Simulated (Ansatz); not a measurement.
CH₃BrFGa, SMILES `[CH3][Ga]([F])[Br]`, relaxed with RKS PBE0-D4/def2-TZVP in Ansatz 0.2.0 from a GFN2-xTB geometry. The force threshold is 0.005 eV/Å; the program also tests the step.

Charge 0, multiplicity 1.

Start:

```xyz
7

C    -0.450   -0.897    0.304
Ga    0.450    0.832   -0.263
F     1.982    1.244    0.505
Br   -0.176    2.427   -1.785
H    -1.153   -1.223   -0.461
H     0.325   -1.647    0.457
H    -0.979   -0.736    1.243
```

**Question.** How much energy does the relaxation release, and in how many steps? (Estimate.)

**Answer.** Computed: 1.51 kcal/mol, in 6 steps.

**Question.** Which bonds change most? (Estimate.)

**Answer.** Computed: C1–Ga2 from 2.030 to 1.941 Å; Ga2–Br4 from 2.292 to 2.277 Å; Ga2–F3 from 1.762 to 1.752 Å; C1–H7 from 1.090 to 1.092 Å.

**Question.** Give the relaxed structure. (Best estimate.)

**Answer.** Ansatz gave: 
```xyz
7

C    -0.429   -0.857    0.282
Ga    0.472    0.787   -0.222
F     1.993    1.242    0.518
Br   -0.239    2.322   -1.746
H    -1.132   -1.158   -0.492
H     0.308   -1.644    0.447
H    -0.974   -0.692    1.214
```
